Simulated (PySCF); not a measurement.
## A search over the determinants of PSe

Unrestricted PBE0; basis P 6-31G(d,p), Se 6-31G(d,p); no relativity; PySCF 2.14. Outer shells of the fragments: P 3s2 3p3; Se 3d10 4s2 4p4.

Followed along the bond (rough minima from three points):

```json
{"2Ms+1": "2", "unpaired": "π ↑", "⟨S²⟩ at the start": "0.79", "R at minimum (Å)": "2.05", "Te (eV)": "0.00"}
{"2Ms+1": "4", "unpaired": "π ↑↑↑", "⟨S²⟩ at the start": "3.76", "R at minimum (Å)": "none in the scan", "Te (eV)": "≤ 1.66"}
{"2Ms+1": "6", "unpaired": "σ ↑, π ↑↑↑↑", "⟨S²⟩ at the start": "8.75", "R at minimum (Å)": "none in the scan", "Te (eV)": "≤ 5.59"}
```

Solutions found at the starting distance of 2.180 Å, counted from the lowest of them; the search is not exhaustive and high or unbound solutions are not listed, so other states can lie among these:

```json
{"2Ms+1": "2", "unpaired": "π ↑", "term": "²Π", "E (eV)": "0.00", "⟨S²⟩": "0.79", "⟨Lz²⟩": "1.00", "μ (D)": "-0.63"}
{"2Ms+1": "4", "unpaired": "π ↑↑↑", "term": "⁴Π", "E (eV)": "1.50", "⟨S²⟩": "3.76", "⟨Lz²⟩": "1.00", "μ (D)": "0.43"}
{"2Ms+1": "2", "unpaired": "π ↑↑↓", "term": "mixed", "E (eV)": "1.89", "⟨S²⟩": "1.76", "⟨Lz²⟩": "3.02", "μ (D)": "0.43"}
{"2Ms+1": "4", "unpaired": "σ ↑, π ↑↑", "term": "⁴Σ⁻", "E (eV)": "2.60", "⟨S²⟩": "3.76", "⟨Lz²⟩": "0.00", "μ (D)": "-0.93"}
{"2Ms+1": "2", "unpaired": "σ ↑, π ↑↓", "term": "mixed", "E (eV)": "3.18", "⟨S²⟩": "1.76", "⟨Lz²⟩": "2.01", "μ (D)": "-0.58"}
{"2Ms+1": "2", "unpaired": "σ ↓, π ↑↑", "term": "mixed", "E (eV)": "3.21", "⟨S²⟩": "1.77", "⟨Lz²⟩": "0.00", "μ (D)": "-0.63"}
{"2Ms+1": "2", "unpaired": "π ↑", "term": "mixed", "E (eV)": "3.28", "⟨S²⟩": "0.75", "⟨Lz²⟩": "3.01", "μ (D)": "0.47"}
{"2Ms+1": "4", "unpaired": "σ ↑, π ↑↑", "term": "mixed", "E (eV)": "5.15", "⟨S²⟩": "3.76", "⟨Lz²⟩": "2.01", "μ (D)": "0.08"}
{"2Ms+1": "2", "unpaired": "σ ↓, π ↑↑", "term": "mixed", "E (eV)": "5.66", "⟨S²⟩": "1.76", "⟨Lz²⟩": "2.01", "μ (D)": "0.00"}
{"2Ms+1": "4", "unpaired": "σ ↑, π ↑↑", "term": "mixed", "E (eV)": "5.72", "⟨S²⟩": "3.75", "⟨Lz²⟩": "2.01", "μ (D)": "-0.30"}
{"2Ms+1": "4", "unpaired": "σ ↑↑, π ↑", "term": "⁴Π", "E (eV)": "6.00", "⟨S²⟩": "3.86", "⟨Lz²⟩": "1.00", "μ (D)": "-0.85"}
{"2Ms+1": "6", "unpaired": "σ ↑, π ↑↑↑↑", "term": "⁶Σ⁺", "E (eV)": "6.73", "⟨S²⟩": "8.75", "⟨Lz²⟩": "0.00", "μ (D)": "2.62"}
{"2Ms+1": "6", "unpaired": "σ ↑↑, π ↑↑↑", "term": "⁶Π", "E (eV)": "6.92", "⟨S²⟩": "8.75", "⟨Lz²⟩": "1.00", "μ (D)": "0.09"}
```

A term symbol is given only where ⟨S²⟩ and ⟨Lz²⟩ are close to those of a pure state; real π, δ and φ orbitals otherwise mix terms. A positive dipole means P(−)Se(+).

Spin–orbit coupling is left out. Counting both spins, an empty level lies below a filled one in some of these solutions, because spin and occupation are held.
